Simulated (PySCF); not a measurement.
`CCCc1cnsn1`. The geometry is computed with GFN2-xTB (gas phase).

```
atom  x, y, z in Å
C1    -1.7228    0.6955   -0.6452
C2    -1.2521   -0.6585   -0.1316
C3    -0.2159   -0.5125    0.9914
C4     1.0461    0.0917    0.4831
C5     2.0236   -0.5607   -0.3075
N6     3.0241    0.2168   -0.6424
S7     2.7734    1.6925   -0.0111
N8     1.3609    1.3501    0.7085
H9    -2.4446    0.5682   -1.4483
H10   -0.8846    1.2752   -1.0244
H11   -2.1911    1.2632    0.1553
H12   -0.8167   -1.2319   -0.9533
H13   -2.1053   -1.2208    0.2532
H14   -0.6188    0.1238    1.7800
H15    0.0084   -1.4972    1.4085
H16    2.0076   -1.5864   -0.6277
```

Q: Where is the centre of mass (commonest isotopes), and what is the radius of gyration?

A: Mass 128.041 u; centre at (1.105, 0.487, 0.037) Å; Rg = √(Σ m r²/M) = 2.058 Å. As Ia + Ib + Ic = 2 Σ m r², the three principal moments sum to 1084.3 u·Å².

Q: Which two atoms are farthest apart?

A: S7···H13, 5.69 Å; the next longest distance is 5.54 Å.

Q: Work out the bond lengths C1–H9, C1–H10, C3–H15, C5–H16, N6–S7, S7–N8 in pm.

A: For C1–H9 the difference vector is (-0.7218, -0.1273, -0.8031) Å, of length 1.0873 Å. C1–H9 108.7; C1–H10 108.7; C3–H15 109.3; C5–H16 107.5; N6–S7 162.5; S7–N8 162.2 pm.

Q: How far are the heavy atoms from their best plane (unweighted least squares)?

A: 0.572 Å rms; C1 0.80, C2 0.21, C3 0.94, C4 0.44, C5 0.28, N6 0.62, S7 0.07, N8 0.62 Å (magnitudes).

Q: Give the dihedral angles C4–C5–N6–S7, C1–C2–C3–H15, H10–C1–C2–H13, H9–C1–C2–C3.

A: C4–C5–N6–S7 0° (synperiplanar); C1–C2–C3–H15 174° (antiperiplanar); H10–C1–C2–H13 179° (antiperiplanar); H9–C1–C2–C3 179° (antiperiplanar). Dihedral signs follow IUPAC: positive where, seen along the central bond, the front bond turns clockwise onto the rear one.

Q: How far apart are these pairs, which share no bond: C1···H12, C4···S7, C5···H10, N6···H15, N6···H16, N8···H15, H12···H16?

A: C1···H12 2.152 Å (2 bonds apart); C4···S7 2.406 Å (2 bonds apart); C5···H10 3.513 Å (5 bonds apart); N6···H15 4.030 Å (4 bonds apart); N6···H16 2.070 Å (2 bonds apart); N8···H15 3.229 Å (3 bonds apart); H12···H16 2.865 Å (5 bonds apart).

Q: What are the angles C2–C1–H9, H12–C2–H13, C1–C2–C3, C4–C3–H14, C5–N6–S7?

A: From the scalar product of the two bond vectors; for C2–C1–H9 it is -0.5799 Å² over 1.5227 × 1.0873 Å², cos θ = -0.3502. C2–C1–H9 110.5°; H12–C2–H13 107.8°; C1–C2–C3 111.8°; C4–C3–H14 108.9°; C5–N6–S7 108.8°.

Q: Write the matrix of distances between heavy atoms (Å, lower triangle).

A: 
```
C1    0.000
C2    1.523  0.000
C3    2.531  1.535  0.000
C4    3.050  2.494  1.489  0.000
C5    3.966  3.282  2.589  1.416  0.000
N6    4.771  4.395  3.701  2.279  1.311  0.000
S7    4.649  4.663  3.847  2.406  2.393  1.625  0.000
N8    3.431  3.401  2.457  1.317  2.263  2.424  1.622  0.000
```

Not checked by GFN2-xTB frequencies. One conformer, not necessarily the lowest.
